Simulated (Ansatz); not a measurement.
`CB[TeH]` and `CBS` differ in one element.

Ansatz, PBE0-D4/def2-TZVP geometries, multiplicity 1. Each molecule was computed in one conformer, which needn't be the lowest.

Elements past krypton have def2 core potentials.

```csv
property,`CB[TeH]`
HOMO energy (PBE/def2-TZVPP) / eV,-5.95
zero-point energy (PBE0-D4/def2-TZVP) / kJ/mol,146.9
HOMO–LUMO gap (ωB97M-V/def2-TZVPP) / eV,9.64
HOMO–LUMO gap (PBE0/def2-TZVPP) / eV,5.70
LUMO energy (ωB97M-V/def2-TZVPP) / eV,0.70
size of the dipole moment (PBE/def2-TZVPP) / D,0.72
```

Question: What does the change do to each property? (An estimate is asked.)

Answer: Computed: 
```csv
property,`CBS`,shift
HOMO energy (PBE/def2-TZVPP) / eV,-6.94,-0.99
zero-point energy (PBE0-D4/def2-TZVP) / kJ/mol,154.9,8.0
HOMO–LUMO gap (ωB97M-V/def2-TZVPP) / eV,11.52,1.88
HOMO–LUMO gap (PBE0/def2-TZVPP) / eV,7.34,1.64
LUMO energy (ωB97M-V/def2-TZVPP) / eV,1.23,0.53
size of the dipole moment (PBE/def2-TZVPP) / D,0.45,-0.27
```

With PBE0 the HOMO falls by 1.20 eV and the LUMO rises by 0.44 eV, so the gap widens by about 1.64 eV. PBE moves the HOMO by -0.99 eV and ωB97M-V by -1.36 eV. Dipoles are sizes alone; their direction can turn.

Spin–orbit coupling is left out; it splits and shifts lone-pair levels of the heavy atoms by tenths of an eV.
